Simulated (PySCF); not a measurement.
C₇H₁₇NP (charge +1).
Atom-mapped SMILES: `[CH3:1][N:2]([CH3:3])[P+:4]([CH3:5])([CH3:6])[CH:7]1[CH2:8][CH2:9]1`

Geometry (GFN2-xTB, Å), atoms numbered from 1 in this order:
```xyz
26
C7H17NP angstrom
C      1.9922   -0.4894    1.5532
N      1.5091   -0.0676    0.2416
C      1.9581   -0.9677   -0.8173
P     -0.0194    0.5719    0.1132
C     -0.1903    1.8380    1.3919
C     -0.1049    1.3963   -1.4945
C     -1.3715   -0.6195    0.3205
C     -1.7436   -1.5439   -0.8097
C     -2.6719   -0.4477   -0.4190
H      1.6532    0.1981    2.3239
H      1.6727   -1.5033    1.8087
H      3.0821   -0.4701    1.5340
H      1.6139   -0.6151   -1.7865
H      1.6141   -1.9939   -0.6641
H      3.0480   -0.9687   -0.8223
H     -1.0635    2.4451    1.1546
H     -0.3408    1.3931    2.3739
H      0.6979    2.4689    1.4012
H     -0.2795    0.6982   -2.3104
H     -0.9177    2.1206   -1.4722
H      0.8360    1.9215   -1.6578
H     -1.4142   -1.0159    1.3303
H     -2.0055   -2.5598   -0.5573
H     -1.2149   -1.4609   -1.7482
H     -2.7839    0.3934   -1.0858
H     -3.5769   -0.6992    0.1114
```

NICS = −σ at a ghost point: NICS(0) at the centroid of the ring atoms, NICS(1) 1 Å to either side along the normal of their mean plane, zz for the tensor component along that normal. Level: GIAO PBE0/pcSseg-1 (PySCF, non-relativistic, gas phase) on the GFN2-xTB geometry, one conformer.

Ring bond lengths (Å), with Mayer bond orders in brackets: C7–C8 1.507 (0.92), C8–C9 1.489 (0.97), C9–C7 1.506 (0.92).

Task: Give the NICS values of each ring in ppm.

Result: 
```tsv
ring	type	NICS(0)	NICS(1), two faces	NICS(1)zz, two faces	rms pucker (Å)	centre to ring atoms, mean (Å)
C7–C8–C9	3-membered carbocycle; formal bonds all single	-44.5	-9.8 / -8.4	-25.0 / -24.1	0.00	0.87
```

Task: What do they say, and how far can they be read as aromaticity?

Result: 
- C7–C8–C9: mean NICS(1)zz -24.6 ppm, shielded. C7, C8, C9 have four or more neighbours, and the NICS criterion for π rings isn't applied. NICS(0) lies 35 ppm below the mean NICS(1).

Task: What is the mean of the two in-plane components of NICS at the first NICS(1) probe listed for ring C7–C8–C9, 1 Å off the ring?

Result: The isotropic value is a third of the trace: (3 × -9.8 − (-25.0))/2 = -2.2 ppm.

Task: List the ring angles and the Hirshfeld charges of the ring atoms.

Result: 
- C7–C8–C9: C7 59.2° (-0.081 e), C8 60.4° (-0.063 e), C9 60.4° (-0.061 e); sum 180.0° against 180° for a flat convex ring.

Task: What are the shieldings of the ring atoms and their hydrogens in the same run (means over atoms taken as equivalent)?

Result: 
```json
{"atoms": "C7", "environment": "sp3 carbon bound to phosphorus", "σ isotropic (ppm)": "178.4", "principal values of the symmetric part, first atom (ppm)": "147.4, 165.7, 222.2"}
{"atoms": "C8 (×2)", "environment": "three-membered-ring carbon", "σ isotropic (ppm)": "181.6", "principal values of the symmetric part, first atom (ppm)": "153.1, 180.9, 210.1"}
{"atoms": "H22", "environment": "methine hydrogen", "σ isotropic (ppm)": "30.58", "principal values of the symmetric part, first atom (ppm)": "23.2, 28.4, 40.1"}
{"atoms": "H23 (×2)", "environment": "methylene hydrogen", "σ isotropic (ppm)": "30.24", "principal values of the symmetric part, first atom (ppm)": "24.6, 24.8, 41.1"}
{"atoms": "H24 (×2)", "environment": "methylene hydrogen", "σ isotropic (ppm)": "30.97", "principal values of the symmetric part, first atom (ppm)": "24.9, 29.3, 38.1"}
```
